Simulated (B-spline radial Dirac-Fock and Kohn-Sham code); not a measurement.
# EELS cross sections of the Ba M4 (3d3/2) edge

System: neutral barium in the configuration 1s2 2s2 2p6 3s2 3p6 3d10 4s2 4p6 4d10 5s2 5p6 6s2. Method: the first Born approximation with generalised oscillator strengths from a Dirac-Hartree-Slater potential (longitudinal and transverse terms; continuum final states only, so no white lines or fine structure). Computed with a radial atomic solver. The edge is taken at 795.7 eV (tabulated value).

The run's input, task.json:

```json
{"items": [{
  "Z": 56,
  "q": 0,
  "cfg": [[1, 0, 2], [2, 0, 2], [2, 1, 6], [3, 0, 2], [3, 1, 6], [3, 2, 10], [4, 0, 2], [4, 1, 6], [4, 2, 10], [5, 0, 2], [5, 1, 6], [6, 0, 2]],
  "A": 138,
  "rrms": 4.8378,
  "do": "eels",
  "beams": [[60, 5], [60, 100], [80, 5], [80, 100], [100, 20], [120, 5], [120, 10], [120, 20], [120, 50], [120, 100], [200, 20], [300, 5], [300, 10], [300, 100]],
  "edges": {"M4": 795.7}
}]}
```

Run with: `python xray2_run.py task.json out`

Partial cross sections σ(β, Δ) in barn, integrated over a window Δ above the edge and up to the collection semi-angle β, for parallel illumination:

```csv
E₀ (kV),β (mrad),Δ = 25 eV,Δ = 50 eV,Δ = 100 eV,Δ = 200 eV,Δ = 300 eV
60,5,121,253,457,727,891
60,100,1230,2620,4940,8500,11100
80,5,148,311,564,902,1110
80,100,1040,2220,4190,7230,9470
100,20,?,?,?,?,?
120,5,187,393,717,1160,1440
120,10,376,797,1470,2430,3060
120,20,583,1240,2310,3880,4960
120,50,785,1680,3160,5400,7020
120,100,830,1780,3350,5780,7590
200,20,526,1120,2100,3550,4560
300,5,260,551,1020,1690,2140
300,10,385,821,1530,2570,3280
300,100,557,1190,2250,3890,5100
```

Question: Give the row for 100 kV and 20 mrad.

Answer: 604 b for 25 eV, 1290 b for 50 eV, 2390 b for 100 eV, 4000 b for 200 eV, 5090 b for 300 eV.
